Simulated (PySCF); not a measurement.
**Electron correlation in Zn⁺ (zinc, charge +1)**

[Ar] 3d10 4s1, 2S determinant. Calculation: PySCF 2.14, in cc-pVDZ-PP with ECP10MDF (4s4p3d1f, 38 functions); scalar relativity through the core potential. Frozen: 3s2 3p6; 11 electrons correlated.

MP2 pair energies summed by pair of shells (mhartree):

| pair | energy | share (%) |
| --- | --- | --- |
| 3d-3d | -364.50 | 95.6 |
| 3d-4s | -16.85 | 4.4 |

Total MP2 correlation energy: -381.35 mhartree.

Same-spin part -142.52 and opposite-spin part -238.82 mhartree; SCS-MP2 scales them by 1/3 and 6/5 to -334.10 mhartree.

```json
{"level": "CCSD", "correlation energy (mhartree)": "-345.10"}
{"level": "(T)", "correlation energy (mhartree)": "-6.27"}
{"level": "CCSD(T)", "correlation energy (mhartree)": "-351.37"}
```

Diagnostics: T1 = 0.0084, D1 = 0.0189, largest double amplitude 0.022.

Is a single reference adequate?

Yes: T1 lies below 0.03 and no double amplitude reaches 0.07.
